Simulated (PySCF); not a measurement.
Two-component Hartree-Fock for Se⁺ (selenium, charge +1)

Start: [Ar] 3d10 4s2 4p3; 4p1/2 filled at m_j = -1/2, +1/2; 4p3/2 filled at m_j = +3/2. Calculated with PySCF 2.14 in x2c-SVPall-2c with one added diffuse shell each of s, p, d type (6s7p4d, 47 functions): generalised Hartree-Fock with the X2C-1e Hamiltonian and a Gaussian nucleus; one run each with spin-orbit coupling (SO) switched off, then screened by Boettger's factors.

| spinor shell | electrons | ε, spin-free (eV) | ε, screened SO (eV) | weight of nominal j (screened SO) | rms radius, screened SO (bohr) |
| --- | --- | --- | --- | --- | --- |
| 1s1/2 | 2 | -12743.4 | -12743.2 | 1.000 | 0.0508 |
| 2s1/2 | 2 | -1705.9 | -1705.8 | 1.000 | 0.212 |
| 2p1/2 | 2 | -1497.1 | -1525.8 | 1.000 | 0.187 |
| 2p3/2 | 4 | -1497.1 | -1483.2 | 1.000 | 0.190 |
| 3s1/2 | 2 | -261.04 | -261.02 | 1.000 | 0.613 |
| 3p1/2 | 2 | -193.25 | -197.59 | 0.996 | 0.629 |
| 3d3/2 | 4 | -81.007 | -81.606 | 0.962 | 0.696 |
| 3d5/2 | 6 | -81.007 | -80.584 | 0.975 | 0.697 |
| 4s1/2 | 2 | -32.462 | -32.455 | 1.000 | 1.91 |
| 4p1/2 | 2 | -21.439 | -21.530 | 0.552 | 2.28 |
| 4p3/2 | 1 | -21.439 | -21.255 | 1.000 | 2.30 |

Q: Where does 3p3/2 lie, and what is the 3p spin-orbit splitting (screened SO)?

A: At -191.13 eV, 6.456 eV above 3p1/2.

| quantity | spin-free | screened SO |
| --- | --- | --- |
| E (hartree) | -2427.31351 | -2427.40978 |
| M_J | 3/2 | 3/2 |
| ⟨J²⟩ | 3.751 | 3.751 |
| ⟨L²⟩ | 0.000 | 0.015 |
| ⟨S²⟩ | 3.751 | 3.734 |

Each row is a mean over spinors that exchange with the open shell spreads, by up to 8.358 eV (4s1/2).

Rows whose weight is well below 1 are mixtures of j = l ± 1/2: exchange outweighs spin-orbit coupling there, and the label is only the starting occupation.

Without spin-orbit coupling the j labels of p, d and f shells carry no meaning; the spin-free column gives the mean over the occupied spinors of each nl shell.
